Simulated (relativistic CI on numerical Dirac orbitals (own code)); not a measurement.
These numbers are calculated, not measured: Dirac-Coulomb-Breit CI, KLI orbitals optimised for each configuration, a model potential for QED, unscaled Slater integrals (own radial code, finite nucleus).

The strongest absorption lines from the ground level of an ion, among the configurations computed and to levels below about 8890 eV (vacuum wavelength in nm, gf): 0.15936 (0.45), 0.16051 (0.48), 0.16424 (1.3), 0.16424 (2), 0.16429 (1.8), 0.16564 (1.2), 0.18018 (4.2), 0.18056 (1.4).

Which ion is it?
A. Xe46+
B. Gd56+
C. Gd54+
D. W66+

B. Gd56+ has 8 electrons and the ground level 2s²2p⁴ ³P2; the strongest line goes to 2s²2p³3d ³D°3. The pattern of lines fixes the number of electrons, and along that sequence the line energies rise steadily with the charge (about as its square where n changes within one kind of shell, about linearly where n is kept but much faster in heavy ions where fine structure, which grows about as Z⁴, sets the gap, and irregularly where shells cross), which fixes Z. Configurations outside the model, such as inner-shell arrays, can give stronger lines. At this charge energies of transitions that change n are usually good to better than 1 %, and those within a shell (Δn = 0) to a few per cent.

LS names give the leading component of a level, which can be under half, so a name can repeat, a term be missing and a line seem to break the LS rules.
